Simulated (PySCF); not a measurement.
HP, SMILES [PH], multiplicity 3. The structure is a stationary point at PBE-D3(BJ)/def2-TZVPD.

Computed equilibrium geometry at PBE-D3(BJ)/def2-TZVPD (PySCF confirms it by a frequency run) as bond lengths and angles, and its point group:
point group C∞v.
Atoms: P1 H2. Bond lengths (Å): P1–H2 1.440.
Charge 0, spin multiplicity 3.
